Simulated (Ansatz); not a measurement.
System: C₂H₆B, charge 0, multiplicity 2. It need not be the lowest isomer of its formula. 
Structure (B3LYP-D3(BJ)/def2-TZVP (Ansatz, a first-principles code) minimum search):
```xyz
9

B      0.1175    -0.4618     0.2671
C      1.3541     0.0810    -0.4551
C     -1.2744     0.2494     0.2154
H      0.2262    -1.4746     0.8972
H      2.3245    -0.4048    -0.4255
H      1.3366     0.9932    -1.0465
H     -1.3039     1.1667    -0.3758
H     -1.6153     0.4836     1.2313
H     -2.0337    -0.4379    -0.1776
```
Charge 0, spin multiplicity 2.

Atomisation energy built up term by term with Ansatz (kcal/mol; UHF references for open shells; valence terms freeze the core; atomic spin-orbit terms are left out). CBS marks a two-point X^-3 extrapolation of the correlation energy; Hartree-Fock from the larger set (for Q and 5 zeta extrapolated as (X+1)exp(-9√X)).

```tsv
term	basis	kcal/mol
Hartree-Fock	CBS(cc-pVQZ,cc-pV5Z)	627.86
CCSD correlation	CBS(cc-pVQZ,cc-pV5Z)	(withheld)
(T)	CBS(cc-pVQZ,cc-pV5Z)	(withheld)
core correlation	cc-pwCVTZ	3.34
scalar relativity (X2C)	cc-pVTZ-DK against cc-pVTZ	-0.42
sum: De		(withheld)
```

Question: Fill in the missing entries.

Answer: 
- CCSD correlation, kcal/mol: 154.96
- (T), kcal/mol: 7.54
- sum: De, kcal/mol: 793.3
